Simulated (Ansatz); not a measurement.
`[NH2][GeH2][NH2]` → `[NH2][GeH]` + NH₃ at 298.15 K and 1 bar (germylene formation by 1,1-elimination).

Gas-phase electronic energies from Ansatz, PBE0-D4/def2-TZVP geometries. CCSD(T)/CBS adds triple-zeta CCSD(T) − MP2 to the extrapolated MP2 energy (def2 sets, frozen cores). This one scheme is used for every species. For Ge outer-core shells are correlated without core-valence functions, which leaves a few kJ/mol of doubt a bond. Scalar relativity is left out up to krypton. Each species was taken in one conformer, which may not be the lowest.

```json
{"species": "`[NH2][GeH2][NH2]`", "CCSD(T)/CBS energy (Eh)": "-2189.15013", "H − E (kJ/mol)": "194.8", "S (J/(mol·K))": "301.5"}
{"species": "`[NH2][GeH]`", "CCSD(T)/CBS energy (Eh)": "-2132.60664", "H − E (kJ/mol)": "96.5", "S (J/(mol·K))": "259.1"}
{"species": "NH₃", "CCSD(T)/CBS energy (Eh)": "-56.50880", "H − E (kJ/mol)": "100.5", "S (J/(mol·K))": "192.4"}
```

H − E and S are ideal-gas, rigid-rotor, harmonic terms from PBE0-D4/def2-TZVP, for one conformer and one mirror image of each species. 1 Eh = 2625.50 kJ/mol, R = 8.31446 J/(mol·K).

**Question.** By hand: ΔE, ΔH, ΔS and ΔG.

**Answer.** ΔE = (-2132.60664) + (-56.50880) − (-2189.15013) = 0.03469 Eh = 91.1 kJ/mol. Δ(H − E) = 96.5 + 100.5 − 194.8 = 2.2, so ΔH = 93.3 kJ/mol. ΔS = 259.1 + 192.4 − 301.5 = 150.0 J/(mol·K). ΔG = 93.3 − 298.15 × (150.0)/1000 = 48.6 kJ/mol.

**Question.** By hand: the equilibrium constant, and the temperature at which ΔG would vanish if ΔH and ΔS stayed fixed.

**Answer.** log₁₀ K = −ΔG/(RT ln 10) = -8.5. ΔG = 0 at ΔH/ΔS = 622 K.

The number of gas molecules changes by +1, which sets the sign of ΔS. A doubt of 5 kJ/mol in ΔE shifts log₁₀ K by 0.9 here. Other conformers and mirror images would add mixing entropy, several J/(mol·K) or more a flexible species. These are equilibria of isolated gas molecules and say nothing of rates. Largest T1 diagnostic: 0.015 (customary marks: 0.02 for closed shells, 0.045 for open ones).
